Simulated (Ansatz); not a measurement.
Br₂Ge, charge +1, doublet, at a GFN2-xTB geometry of the parent state (a state made from the parent by changing its charge; the spin is typed, not shown lowest); BLYP/pcseg-1 run with Ansatz (an electronic-structure program).

Ansatz was given this input:
Ansatz 0.2 input:
```yaml
crystal:
  periodic: [false, false, false]
  atoms:
    - {symbol: Ge, position_ang: [0.01662620, 0.00626078, 1.00353305]}
    - {symbol: Br, position_ang: [1.08727208, -1.65040649, -0.46661885]}
    - {symbol: Br, position_ang: [-1.10247318, 1.64468236, -0.45089707]}
basis:
  gaussian:
    orbitals: pcseg-1.json
hamiltonian:
  xc: blyp
total_charge: 1
magnetization: {spin_polarized: false, initial_magnetization: 1}
```
The basis file holds pcseg-1 in the JSON format of the Basis Set Exchange.

Problem. Predict the main parts of the log of this Ansatz run.

Solution. 
```
Functional definition: BLYP
989 factors; their error is unknown
mean field evaluation 1: about -196581.4067 eV, gradient 3.1e1 eV
mean field evaluation 2: about -196534.8890 eV, gradient 1.1e2 eV
mean field evaluation 4: about -196585.4306 eV, gradient 5.4e0 eV
mean field evaluation 8: about -196585.5416 eV, gradient 1.3e0 eV
mean field evaluation 16: about -196585.5237 eV, gradient 1.4e-3 eV
mean field evaluation 32: about -196584.8500 eV, gradient 6.3e0 eV
mean field evaluation 64: about -196585.2662 eV, gradient 8.8e-1 eV
mean field evaluation 96: about -196585.2266 eV, gradient 4.0e0 eV
mean field evaluation 128: about -196570.7287 eV, gradient 2.0e1 eV
mean field -196585.52368704 eV, -7224.3847450449 hartree, gradient 3.4e-6 eV, S^2 0.750000; 16 other end points of the search recorded, 0 dependent functions left out
reference -196585.52399042 eV, -7224.3847561940 hartree; 51, 50 occupied and 30, 31 virtual orbitals, 989 factors
Total energy: -196585.52399042 eV, -7224.3847561940 hartree
```
